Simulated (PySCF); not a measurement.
# Yb⁶⁴⁺ (ytterbium, charge +64): Hartree-Fock from Schrödinger to Dirac-Coulomb-Breit

Occupied: 1s1/2, 2s1/2, 2p1/2. Hartree-Fock calculated with PySCF 2.14 in an uncontracted even-tempered set (19 s from 16 bohr⁻², ratio 2.3; 15 p from 19 bohr⁻², ratio 2.3), Gaussian nucleus throughout. NR is non-relativistic, sf-X2C the spin-free one-electron X2C Hamiltonian, X2C adds the bare one-electron spin-orbit term, X2C-SNSO screens it by Boettger's factors, DC is four-component Dirac-Coulomb, and the Gaunt and Breit terms are added at first order (total energies over the DC spinors, levels after relaxing the spinors in that mean field). QED terms are absent. Levels marked empty are virtual spinors of this ion.

| Hamiltonian | E (hartree) | E − E(DC) (hartree) | CPU seconds |
| --- | --- | --- | --- |
| X2C | -7691.1907 | 1.6759 | 0.21 |
| X2C-SNSO | -7689.1614 | 3.7051 | 0.21 |
| DC | -7692.8665 | 0.0000 | 9 |
| DC+Gaunt | -7684.1966 | 8.6699 | 19 |
| DC+Breit | -7684.6414 | 8.2252 | 60 |

```csv
level (eV),X2C,X2C-SNSO,DC,DC+Gaunt,DC+Breit
1s1/2,-68460.8,-68462.9,-68518.1,-68344.2,-68349.8
2s1/2,-16464.2,-16464.8,-16472.4,-16454.3,-16456.0
2p1/2,-16244.4,-16217.2,-16225.0,-16187.7,-16191.9
2p3/2 (empty),-14753.3,-14762.8,-14764.3,-14746.6,-14750.7
3s1/2 (empty),-6889.6,-6889.7,-6891.7,-6886.6,-6887.3
```

Weight of the small component: 1s1/2 0.0693, 2s1/2 0.0166, 2p1/2 0.0165, 2p3/2 0.0151, 3s1/2 0.00684.

Koopmans' value for the highest occupied level at DC+Breit: 16191.9 eV, against an ionisation energy of 16191 ± 24 eV (theoretical estimate listed by NIST; NIST Atomic Spectra Database, ionization energies); the former lacks relaxation, correlation, QED and recoil.

The whole ladder took 90 s of wall time on 1 thread of Intel(R) Xeon(R) 6975P-C (shared host), launched as `OMP_NUM_THREADS=1 python relrun2.py TASK.json OUT` (a driver that calls PySCF for each Hamiltonian).
